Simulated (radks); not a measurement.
Initial-state core-level shifts of neutral iridium when its valence configuration changes from [Xe] 4f14 5d7 6s2. Method: scalar-relativistic Kohn-Sham, r2SCAN, spin-polarised, spherical densities, finite nucleus; open shells are filled with parallel spins first (spin-orbit coupling, left out, can overturn this in heavy ions); meta-GGA in the generalised Kohn-Sham scheme; Fermi nuclear charge, rms radius 5.4032 fm; computed with a radial shooting solver on a logarithmic mesh with Libxc functionals. Shifts are changes of the shell-averaged eigenvalues in eV (positive: less bound); the change of the density at the nucleus, which sets a Mossbauer isomer shift, is in e/bohr^3, on a base of 1.947e+06.

valence                    1s       2p       3s       3p  density at nucleus
4f13.5 5d7.5 6s2       -5.640   -6.090   -6.996   -6.985               +61.7
4f14 5d8 6s1           +2.764   +2.869   +2.854   +2.853              -122.9
4f11.5 5d9.5 6s2      -29.244  -31.660  -36.477  -36.417              +318.5
4f12 5d7 6s2 6p2      -33.621  -35.762  -39.489  -39.441              +349.8
4f14 5d6 6s2 6p1       -4.679   -4.781   -4.759   -4.758               +40.7
4f11.5 5d7.5 6s2 6p2  -39.945  -42.603  -47.346  -47.284              +418.8
4f13 5d8 6s2          -11.385  -12.302  -14.143  -14.121              +124.5
4f13.5 5d7.5 6p2       -8.964   -9.344  -10.271  -10.262              -174.3
4f13 5d7 6s2 6p1      -16.389  -17.409  -19.227  -19.205              +167.9
